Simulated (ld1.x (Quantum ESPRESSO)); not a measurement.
Which setting gave this result? (zirconium (Zr), RRKJ)

Base potential:

Zr, norm-conserving RRKJ (Kleinman–Bylander form), made with ld1.x (Quantum ESPRESSO) 7.5 (LDA (PZ), scalar-relativistic). Core [Ar] 3d10 4s2, reference 4p6 4d2 5s1.75 5p0 (charge +0.25). Waves: 4p (bound): rc 2.25 bohr; 4d (bound): rc 2.00 bohr; 5s (bound): rc 3.15 bohr. Local part: the s channel. Core correction: none.

Cutoffs, loose and tight: the cutoffs (Ry, on a coarse ladder) from which the occupation-weighted sum of valence levels, in a spherical-Bessel basis at the reference potential, stays within 10 and 1 mRy of its value at 400 Ry. They do not see the model core or the augmentation charge, which bear on the density cutoff. Test errors are all-electron minus pseudo excitation energies from the reference, over the configurations 4p6 4d2 5s2 5p0; 4p6 4d2 5s1 5p0; 4p6 4d2 5s0 5p0; 4p6 4d0 5s0 5p0; 4p6 4d2 5s0 5p1; 4p6 4d1 5s2 5p1; 4p6 4d3 5s1 5p0 (two spin-polarised tests are not counted in the largest error); variants that change the core or the reference have their own tests.

Only the d radius is moved:

| d radius (bohr) | cutoff, loose | cutoff, tight | bound ghosts | largest test error (meV) | median size of the test errors |
| --- | --- | --- | --- | --- | --- |
| 1.26 | 40 Ry | 60 Ry | none | -856 | 40.9 meV |
| 1.96 | 30 Ry | 35 Ry | none | -855 | 39.1 meV |
| 2.24 | 25 Ry | 30 Ry | none | -855 | 36.4 meV |
| 2.7 | 21 Ry | 25 Ry | none | -855 | 25.8 meV |
| 3 | 21 Ry | 25 Ry | none | -856 | 15.0 meV |

**Question.** One more run gave cutoff, loose: 30 Ry; cutoff, tight: 50 Ry; bound ghosts: none; largest test error (meV): -856; median size of the test errors: 40.1 meV. Which value of the d radius was used?

**Answer.** 1.64 bohr. The median size of the test errors moves one way along this sweep, from 40.9 meV at 1.26 to 15.0 meV at 3 bohr, which places the run between 1.26 and 1.96 bohr.
